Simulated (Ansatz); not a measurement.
`[SiH3]B1CN1` + H–F → `FB1CN1` + SiH₄ at 400 K and 1 bar (cleavage of the B–Si bond).

Isolated molecules relaxed with PBE0-D4/def2-TZVP in Ansatz; ΔE leaves out vibrations. CCSD(T)/CBS is the MP2 limit (def2-TZVPP, def2-QZVPP) plus CCSD(T) − MP2 in def2-TZVPP, frozen cores. This one scheme is used for every species.

```json
{"species": "`[SiH3]B1CN1`", "CCSD(T)/CBS energy (Eh)": "-410.19867", "H − E (kJ/mol)": "214.3", "S (J/(mol·K))": "351.0"}
{"species": "H–F", "CCSD(T)/CBS energy (Eh)": "-100.39570", "H − E (kJ/mol)": "36.5", "S (J/(mol·K))": "182.2"}
{"species": "`FB1CN1`", "CCSD(T)/CBS energy (Eh)": "-219.17153", "H − E (kJ/mol)": "147.8", "S (J/(mol·K))": "303.5"}
{"species": "SiH₄", "CCSD(T)/CBS energy (Eh)": "-291.46306", "H − E (kJ/mol)": "96.9", "S (J/(mol·K))": "218.6"}
```

H − E and S are ideal-gas, rigid-rotor, harmonic terms from PBE0-D4/def2-TZVP. 1 Eh = 2625.50 kJ/mol, R = 8.31446 J/(mol·K).

Task: By hand: ΔE, ΔH, ΔS and ΔG.

Result: ΔE = (-219.17153) + (-291.46306) − (-410.19867) − (-100.39570) = -0.04022 Eh = -105.6 kJ/mol. Δ(H − E) = 147.8 + 96.9 − 214.3 − 36.5 = -6.1, so ΔH = -111.7 kJ/mol. ΔS = 303.5 + 218.6 − 351.0 − 182.2 = -11.1 J/(mol·K). ΔG = -111.7 − 400 × (-11.1)/1000 = -107.3 kJ/mol.

Task: By hand: the equilibrium constant, and the temperature at which ΔG would vanish if ΔH and ΔS stayed fixed.

Result: log₁₀ K = −ΔG/(RT ln 10) = 14.0. ΔG = 0 at ΔH/ΔS = 10063 K, far beyond where these terms or the molecules hold.

The number of gas molecules stays the same, so ΔS is small and ΔH decides. A doubt of 5 kJ/mol in ΔE shifts log₁₀ K by 0.7 here. These are equilibria of isolated gas molecules and say nothing of rates. Largest T1 diagnostic: 0.014 (customary marks: 0.02 for closed shells, 0.045 for open ones).
